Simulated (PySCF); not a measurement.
**Working out the ionisation energy of Cr²⁺**

Cr²⁺ [Ar] 3d4 (5D) → Cr³⁺ [Ar] 3d3 (4F). Computed with PySCF 2.14 in aug-cc-pVDZ-DK, with scalar relativity by spin-free X2C-1e. Frozen: [Ar]. Energies in hartree (1 hartree = 27.21139 eV):

| part | Cr²⁺ (lower) | Cr³⁺ (upper) |
| --- | --- | --- |
| UHF | -1048.879166 | -1047.779628 |
| MP2 opposite-spin | 0.000000 | 0.000000 |
| MP2 same-spin | -0.031938 | -0.011032 |

**Question.** What does Hartree-Fock give?

**Answer.** (-1047.779628) − (-1048.879166) = 1.099538 hartree = 29.920 eV.

**Question.** What do MP2 and SCS-MP2 (6/5 opposite-spin, 1/3 same-spin) give?

**Answer.** The opposite-spin parts differ by 0.000 eV and the same-spin parts by 0.569 eV. MP2: 29.920 + (0.000) + (0.569) = 30.489 eV. SCS-MP2: 29.920 + 1.2 × (0.000) + (0.569)/3 = 30.110 eV.

Reference: 30.959 ± 0.025 eV (measured; NIST Atomic Spectra Database, ionization energies), between the lowest levels; spin-orbit coupling is absent from the calculation.

A double-zeta basis recovers only part of the correlation energy.

What remains against the reference includes basis incompleteness, the frozen core and correlation beyond second order.
